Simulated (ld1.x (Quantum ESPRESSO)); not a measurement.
## antimony: variants of one PAW potential

Base potential:

Sb, PAW, made with ld1.x (Quantum ESPRESSO) 7.5 (PBEsol, scalar-relativistic). Core [Ar] 3d10, reference 4s2 4p6 4d10 5s2 5p3. Waves: 4s (bound): rcut 1.00, rcutus 1.30 bohr; 5s (bound): rcut 1.00, rcutus 1.30 bohr; 4p (bound): rcut 1.35, rcutus 1.50 bohr; 5p (bound): rcut 1.35, rcutus 1.50 bohr; 4d (bound): rcut 1.40, rcutus 1.55 bohr; 4d channel at -0.4 Ry: rcut 1.40, rcutus 1.55 bohr. Local part: all-electron potential smoothed inside 1.20 bohr (lloc = -2). Core correction: Bessel-smoothed model core inside 0.60 bohr. Augmentation charge: PSQ, inside the norm-conserving radii.

Cutoffs, loose and tight: the cutoffs (Ry, on a coarse ladder) from which the occupation-weighted sum of valence levels, in a spherical-Bessel basis at the reference potential, stays within 10 and 1 mRy of its value at 400 Ry. They do not see the model core or the augmentation charge, which bear on the density cutoff. Test errors are all-electron minus pseudo excitation energies from the reference, over the configurations 4s2 4p6 4d10 5s2 5p2; 4s2 4p6 4d10 5s2 5p1; 4s2 4p6 4d10 5s2 5p0; 4s1 4p6 4d10 5s2 5p3; 4s2 4p6 4d10 5s0 5p5; 4s2 4p6 4d10 5s2 5p2.5; 4s2 4p6 4d9 5s2 5p3. A dash means not determined; rows that change the core or the reference have their own tests. The largest error is taken over the tests solved by every variant that gives reliable tests at all: 4s2 4p6 4d10 5s2 5p0; 4s2 4p6 4d10 5s2 5p1; 4s2 4p6 4d10 5s2 5p2.

A true bound ghost makes a file unfit for plane-wave use even where its test errors are small: the radial tests pick states by their node count and pass the ghost by.

Cutoffs are not given where the Bessel-basis levels miss the radial ones by over 6 mRy, ghosts where they miss by over 20 mRy; a channel whose overlap is not positive is not tested.

On the changes marked as counting shells twice: ld1.x takes every shell without a wave as core, so the model core holds the marked electrons as well and exchange and correlation see them twice. This cancels in the reference configuration, but the file is broken for other ones, and its errors say nothing about a proper core correction.

A file whose overlap is not positive is unfit for use, and its test errors describe a broken file.

| change | outcome | cutoff, loose | cutoff, tight | bound ghosts | largest test error (meV) |
| --- | --- | --- | --- | --- | --- |
| base | generated | 70 Ry | 120 Ry | none | +8.4 |
| wave 4d channel at -0.4 Ry: rcut 1.40, rcutus 1.55 bohr becomes 4d channel at -0.02 Ry: rcut 1.40, rcutus 1.55 bohr | generated | 70 Ry | 120 Ry | none | +8.6 |
| type RRKJ; waves now 4s (bound): rc 1.30 bohr; 4p (bound): rc 1.50 bohr; 4d (bound): rc 1.55 bohr; local potential the d channel (5p, 5s counted twice) | generated, misses its reference levels by 2.51 eV | 90 Ry | 140 Ry | none | -2162 |
| core correction Bessel-smoothed model core inside 0.90 bohr | generated | 70 Ry | 120 Ry | none | +3.1 |
| waves 4d (bound): rcut 1.40, rcutus 1.86 bohr; 4d channel at -0.4 Ry: rcut 1.40, rcutus 1.86 bohr | generated | 70 Ry | 110 Ry | none | +18 |
| waves 4s (bound): rcut 1.00, rcutus 1.18 bohr; 5s (bound): rcut 1.00, rcutus 1.18 bohr | generated | 70 Ry | 140 Ry | none | +9.3 |
| local potential all-electron potential smoothed inside 1.35 bohr (lloc = -2) | generated | 70 Ry | 120 Ry | none | -2.8 |
| reference 4s2 4p6 4d10 5s2 5p2 | generated | 70 Ry | 120 Ry | none | test run stopped at test 1 of 7 (negative rho) |
| local potential all-electron potential smoothed inside 1.80 bohr (lloc = -2) | generated | 70 Ry | 120 Ry | none | -2.9 |
| all radii but the core radius scaled by about 0.94 (s 1.22, p 1.42, d 1.46 bohr, rcut 0.94/1.26/1.32); local potential all-electron potential smoothed inside 1.12 bohr (lloc = -2) | generated, overlap not positive | – | – | not determined (overlap not positive) | +22 |

(1) What comes out with this change to the base: waves 4p (bound): rcut 1.35, rcutus 1.92 bohr; 5p (bound): rcut 1.35, rcutus 1.92 bohr?

(2) What comes out with this change to the base: core [Kr] 4d10, valence charge 5; reference 5s2 5p1; waves now 5s (bound): rcut 1.70, rcutus 2.10 bohr; 5s channel at -0.1 Ry: rcut 1.70, rcutus 2.10 bohr; 5p (bound): rcut 1.60, rcutus 2.00 bohr; 5p channel at -0.25 Ry: rcut 1.60, rcutus 2.00 bohr; local potential all-electron potential smoothed inside 2.05 bohr (lloc = -1); core correction Bessel-smoothed model core inside 1.70 bohr?

(3) What comes out with this change to the base: waves 4p (bound): rcut 1.22, rcutus 1.30 bohr; 5p (bound): rcut 1.22, rcutus 1.30 bohr?

Results:

(1) outcome: failed: new_paw_hamiltonian: negative rho. Cause: the pseudo-density turned negative during the self-consistent test, most likely because a state had been found with a wrong node count and its wave set to zero before.

(2) outcome: generated; cutoff, loose: 8 Ry; cutoff, tight: 15 Ry; bound ghosts: d; largest test error (meV): -49 over the solved tests; test run stopped at test 4 of 7 (negative rho).

(3) outcome: generated; cutoff, loose: 80 Ry; cutoff, tight: 140 Ry; bound ghosts: none; largest test error (meV): -8.4.
